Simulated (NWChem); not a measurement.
System: C$_{3}$H$_{10}$Si; SMILES C[SiH2]CC

NWChem input:

```
start job
memory heap 200 mb stack 900 mb global 1100 mb
geometry units angstroms
  C      2.279715    -0.266149     0.143058
  C      0.935331     0.223122     0.668476
  Si    -0.511553    -0.194052    -0.497763
  C     -2.129700     0.457511     0.249634
  H      3.085571    -0.012981     0.830796
  H      2.270123    -1.346008     0.013623
  H      2.501326     0.185703    -0.821137
  H      0.989109     1.302842     0.823333
  H      0.759584    -0.217755     1.652037
  H     -0.597374    -1.651089    -0.673155
  H     -0.282996     0.431660    -1.808223
  H     -2.101238     1.534636     0.386647
  H     -2.971604     0.232102    -0.397182
  H     -2.331520     0.009019     1.218086
end
basis spherical
  * library def2-svp
end
dft
  xc pbe0
  iterations 150
end
driver
  maxiter 120
end
task dft optimize
```

Output (shortened):

```
             Northwest Computational Chemistry Package (NWChem) 7.3.0
             --------------------------------------------------------

 CS  symmetry detected

                             Geometry "geometry" -> ""
                             -------------------------

 Output coordinates in angstroms (scale by  1.889725989 to convert to a.u.)

  No.       Tag          Charge          X              Y              Z
 ---- ---------------- ---------- -------------- -------------- --------------
    1 C                    6.0000    -0.06051935     2.28279329     0.00000000
    2 C                    6.0000     0.66039958     0.93999977     0.00000000
    3 Si                  14.0000    -0.53554853    -0.54233925     0.00000000
    4 C                    6.0000     0.46310126    -2.15610346     0.00000000
    5 H                    1.0000     0.64906374     3.10921529     0.00000000
    6 H                    1.0000    -0.69282527     2.37783055    -0.87983204
    7 H                    1.0000    -0.69282527     2.37783055     0.87983204
    8 H                    1.0000     1.31410183     0.89079147     0.87344824
    9 H                    1.0000     1.31410183     0.89079147    -0.87344824
   10 H                    1.0000    -1.38800301    -0.48640084    -1.19635449
   11 H                    1.0000    -1.38800301    -0.48640084     1.19635449
   12 H                    1.0000     1.10038452    -2.23154458     0.87633154
   13 H                    1.0000    -0.19658931    -3.01795661     0.00000000
   14 H                    1.0000     1.10038452    -2.23154458    -0.87633154

 Effective nuclear repulsion energy (a.u.)     170.3827158973

      Symmetry information
      --------------------

 Group name             Cs
 Group number              2
 Group order               2
 No. of unique centers    10

                                Z-matrix (autoz)
                                --------

 Units are Angstrom for bonds and degrees for angles

[...]

      ----------------------
      Optimization converged
      ----------------------

  Step       Energy      Delta E   Gmax     Grms     Xrms     Xmax
  ---- ---------------- -------- -------- -------- -------- --------
@    6    -409.38817385 -9.6D-08  0.00006  0.00001  0.00017  0.00037
                                     ok       ok       ok       ok

                                Z-matrix (autoz)
                                --------

 Units are Angstrom for bonds and degrees for angles

[...]
```

Level: PBE0/def2-SVP. Not confirmed as a minimum by frequencies.
